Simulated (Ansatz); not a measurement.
Calculated with Ansatz (gas phase, PBE0-D4/def2-TZVP geometries, no zero-point term in ΔE). CBS: MP2 limit from def2 TZ/QZ plus the TZ coupled-cluster correction, frozen cores. This one scheme is used for every species. DFT in def2-TZVPP. B3LYP here is the variant with VWN-RPA as its local correlation; programs differ in this. Each species was taken in one conformer, which may not be the lowest.

Reaction (ligand exchange at the Si–Cl bond): `C[SiH2][SiH2]Cl` + `BS` → `BS[SiH2][SiH2]C` + HCl

Question: Is it downhill or uphill in electronic energy at CCSD(T)/CBS, and by how much? (An estimate is asked.)

Answer: The calculation gave: Uphill: ΔE = +9.4 kcal/mol.

Question: What do these levels give: r2SCAN-D4, B3LYP-D4, HF/def2-TZVPP, HF/def2-QZVPP, HF/CBS(def2), MP2/CBS(def2)? (Estimate.)

Answer: The calculation gave: r2SCAN-D4 10.0, B3LYP-D4 10.1, HF/def2-TZVPP 13.9, HF/def2-QZVPP 13.9, HF/CBS(def2) 13.9, MP2/CBS(def2) 9.2 kcal/mol.

Largest T1 diagnostic among the species: 0.015.

The D4 term adds −2.1 kcal/mol with B3LYP and −1.2 kcal/mol with PBE0; it sums over pairs of atoms, weighted by their polarisabilities, and B3LYP, whose exchange is more repulsive, gets the larger term. In def2-TZVPP, CCSD(T) changes the Hartree–Fock value by −4.6 kcal/mol (the triples alone add −0.8 kcal/mol) and MP2 by −4.8 kcal/mol.
